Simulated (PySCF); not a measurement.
Homolysis of single bonds, series Al F-H. Isolated molecules, 0 K electronic values unless said otherwise. Strings in code marks are SMILES.

Level of theory: M06-2X/def2-TZVP // PBE0-D3(BJ)/def2-TZVP in PySCF 2.14.0. 

```
species                          HOMO–LUMO gap (eV)  LUMO (eV)
-------------------------------  ------------------  ---------
radical fragment (`[F][Al][F]`)                   –          –
whole molecule (`[F][AlH][F]`)                11.02      -0.47
radical fragment (`[F][AlH]`)                     –          –
whole molecule (`[AlH3]`)                      8.52      -1.20
```
